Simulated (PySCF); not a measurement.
Löwdin shares of the frontier orbitals

Species: C₇H₅F₂N.
Geometry (PBE0-D3(BJ)/def2-SVP, Å), atoms numbered from 1 in this order:
```
atom  x, y, z in Å
C1     0.342    3.115   -0.769
C2     0.785    2.033   -0.463
C3     1.327    0.725   -0.098
N4     0.322   -0.300    0.072
C5    -0.335   -0.972   -0.946
C6    -1.258   -1.785   -0.340
F7    -2.086   -2.607   -0.967
C8    -1.192   -1.629    1.071
C9    -0.205   -0.694    1.259
F10    0.272   -0.176    2.374
H11   -0.058    4.076   -1.038
H12    1.889    0.805    0.845
H13    2.043    0.390   -0.867
H14   -0.100   -0.806   -1.993
H15   -1.778   -2.136    1.832
```

Computed with TDDFT B3LYP/def2-SVPD, vertical, gas phase, core orbitals frozen in the response in PySCF.

Frontier orbitals with the atoms that hold most of them (Löwdin shares over 4%, at most four atoms; ? is withheld):

```json
{"orbital": "HOMO-3", "ε (eV)": "-8.32", "atoms": "C2 42%, C1 41%, C3 6%"}
{"orbital": "HOMO-2", "ε (eV)": "-8.11", "atoms": "C1 42%, C2 40%, C3 8%, H11 4%"}
{"orbital": "HOMO-1", "ε (eV)": "-7.06", "atoms": "?"}
{"orbital": "HOMO", "ε (eV)": "-6.14", "atoms": "?"}
{"orbital": "LUMO", "ε (eV)": "?", "atoms": "C1 20%, C2 18%, C3 14%, H13 9%"}
{"orbital": "LUMO+1", "ε (eV)": "0.23", "atoms": "C2 16%, C1 15%, C9 13%, C3 10%"}
{"orbital": "LUMO+2", "ε (eV)": "0.27", "atoms": "C1 30%, C2 27%, C3 11%, H11 10%"}
```

Give the leading atoms of the HOMO.

C5 (bonded to C, N and H) 30%; C9 (bonded to C, F and N) 18%; C6 (bonded to 2 C and F) 17%; N4 (bonded to 3 C) 8%. By element: carbon 66% or more, nitrogen 8%.

Which atoms hold the HOMO-1, and with what shares?

C8 (bonded to 2 C and H) 31%; N4 (bonded to 3 C) 24%; C6 (bonded to 2 C and F) 16%; C9 (bonded to C, F and N) 8%. By element: carbon 55% or more, nitrogen 24%.

What is the LUMO energy, and the HOMO–LUMO gap?

ε(LUMO) = -0.14 eV; the gap is 6.00 eV (0.2206 hartree).

How does S1 compare with the orbital gap of 6.00 eV?

S1 is at 5.25 eV (f = 0.0079), 0.75 eV below the gap, made of HOMO→LUMO (92%). 

One configuration dominates each of S1, S2 and S4. Which, and how do the shares of the two leading atoms of either orbital change from the occupied to the empty one?

- S1 (5.25 eV, f 0.0079), HOMO→LUMO (92%): C5 30% → at most 9%, C9 18% → at most 9%, C1 at most 9% → 20%, C2 at most 9% → 18%
- S2 (5.56 eV, f 0.0018), HOMO→LUMO+1 (79%): C5 30% → at most 11%, C9 18% → 13%, C2 at most 9% → 16%, C1 at most 9% → 15%
- S4 (6.12 eV, f 0.051), HOMO-1→LUMO (88%): C8 31% → at most 9%, N4 24% → at most 9%, C1 at most 9% → 20%, C2 at most 9% → 18%

The run took about 80 s of CPU time (one thread, shared machine).

One conformer stands for the species.
